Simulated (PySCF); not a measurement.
**Low-lying terms of Sb³⁺ (antimony, charge +3)**

Ground state [Kr] 4d10 5s2, ¹S. Computed with PySCF 2.14 in aug-cc-pVTZ-DK3 with one added diffuse shell each of s, p, d, f type (9s8p6d3f, 84 functions), with scalar relativity by spin-free X2C-1e. Vertical excitation energies in eV without spin-orbit coupling; excited terms of each kind are numbered among those the solver found. Frozen: [Kr].

| term | leading excitation | EOM-EE-CCSD |
| --- | --- | --- |
| 1 3P° | 5s → p | 8.209 |
| 1 1P° | 5s → p | 12.019 |
| 1 3D | 5s → d | 21.745 |
| 1 3S | 5s → s | 22.834 |
| 1 1S | 5s → s | 23.452 |
| 1 1D | 5s → d | 23.962 |
| 2 3P° | 5s → p | 26.274 |
| 2 1P° | 5s → p | 26.563 |
| 1 3F° | 5s → f | 28.488 |
| 1 1F° | 5s → f | 28.571 |
| 2 3D | 5s → d | 30.967 |
| 2 1D | 5s → d | 31.205 |

Doubly excited terms such as np² are absent. The solver can miss terms.
